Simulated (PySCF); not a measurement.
# Reading the logs of faulty runs: BClH3NSi

Calculated results; nothing here was measured. The program is PySCF 2.14.0, an open-source quantum chemistry code, run on an isolated molecule that a program drew, which may never have been made. The molecule is BClH3NSi (charge 0, singlet), drawn as the SMILES string `NB[Si]Cl`.

Each row is a Hartree-Fock (HF) and frozen-core CCSD(T) single point in the cc-pV(D+d)Z basis, meant for a local HF minimum. Run 1 is clean. Each other run has one planted mistake out of seven kinds, and not every kind appears here: one electron removed, one electron added, multiplicity raised by two, geometry at a saddle point, minimal basis STO-3G, one bond length entered in bohr, all coordinates scaled. The reference is restricted for singlets and unrestricted otherwise, and also for a bond in bohr. Adding or removing an electron swaps singlet and doublet. Electrons count all cores. HOMO and LUMO are orbital energies over both spins, the gradient is its largest component, and the lowest frequency (negative if imaginary) is given only where the gradient is small. Bond lengths are over the 6 bonds as drawn. T1 is the CCSD diagnostic: over 0.02 (restricted) or 0.045 (unrestricted) a single reference is doubtful.

Geometry of the clean run:
```xyz
7
BClH3NSi, angstrom
N    -0.2970    0.7824    0.9453
B    -1.1241   -0.1287    1.5910
Si   -3.1904   -0.0711    1.5527
Cl   -3.4047   -1.6235    0.1175
H     0.7004    0.7161    0.9719
H    -0.6216    1.5376    0.3778
H    -0.5963   -0.9973    2.2427
```

```
run,electrons,basis functions,<S^2>,HOMO (eV),LUMO (eV),gradient (hartree/bohr),lowest frequency (cm^-1),mean bond (Å),longest bond (Å),T1,HF (hartree),CCSD(T) (hartree),mistake
1,46,89,0.000,-8.37,0.62,3.6e-05,64,1.4647,2.125,0.0162,-829.35860,-829.89055,no fault
2,46,89,0.000,-8.50,0.48,2.1e-02,-,1.4984,2.174,0.0170,-829.35533,-829.88966,all coordinates scaled
3,46,31,0.000,-6.14,5.18,2.9e-02,-,1.4647,2.125,0.0178,-820.08314,-820.24212,minimal basis STO-3G
4,46,89,2.015,-7.70,0.34,1.6e-02,-,1.4647,2.125,0.0210,-829.33691,-829.84929,?
```

**Which mistake was planted in run 4, and what did it cost?**

Electrons, basis and geometry are unchanged, and <S^2> is 2.015, beside S(S+1) = 2.00 for a multiplicity of 3. So the mistake is: multiplicity raised by two. Subtracting run 1 and multiplying by 627.51 kcal/mol a hartree, the energy moved by 13.6 kcal/mol in HF and 25.9 kcal/mol in CCSD(T).

